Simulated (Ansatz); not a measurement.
Consider the formal hydrolysis of a Ga–C bond: `C[CH2][Ga]([F])[SH]` + H₂O → `[OH][Ga]([F])[SH]` + `CC`.

Gas-phase electronic energies from Ansatz, PBE0-D4/def2-TZVP geometries. CBS: MP2 limit from def2 TZ/QZ plus the TZ coupled-cluster correction, frozen cores. This one scheme is used for every species. DFT in def2-TZVPP. B3LYP here is the variant with VWN-RPA as its local correlation; programs differ in this. For Ga outer-core shells are correlated without core-valence functions, which leaves a few kJ/mol of doubt a bond. Scalar relativity is left out up to krypton. One conformer a species, not always the lowest.

(1) Is it downhill or uphill in electronic energy at CCSD(T)/CBS, and by how much? (An estimate is asked.)

(2) What do these levels give: PBE-D4, PBE0-D4, B3LYP-D4, ωB97M-V, PBE, r2SCAN, MP2/def2-TZVPP, CCSD/def2-TZVPP, MP2/def2-QZVPP, SCS-MP2/def2-QZVPP, HF/CBS(def2), MP2/CBS(def2)? (Estimate.)

Largest T1 diagnostic among the species: 0.014.

Results:

(1) Ansatz gave: Downhill: ΔE = -0.58 eV.

(2) The calculation gave: PBE-D4 -0.59, PBE0-D4 -0.60, B3LYP-D4 -0.66, ωB97M-V -0.65, PBE -0.64, r2SCAN -0.71, MP2/def2-TZVPP -0.68, CCSD/def2-TZVPP -0.70, MP2/def2-QZVPP -0.62, SCS-MP2/def2-QZVPP -0.69, HF/CBS(def2) -0.89, MP2/CBS(def2) -0.58 eV.

In def2-TZVPP, CCSD(T) changes the Hartree–Fock value by +0.20 eV (the triples alone add +0.02 eV) and MP2 by +0.20 eV. The D4 term adds +0.08 eV with B3LYP and +0.05 eV with PBE0; it sums over pairs of atoms, weighted by their polarisabilities, and B3LYP, whose exchange is more repulsive, gets the larger term.
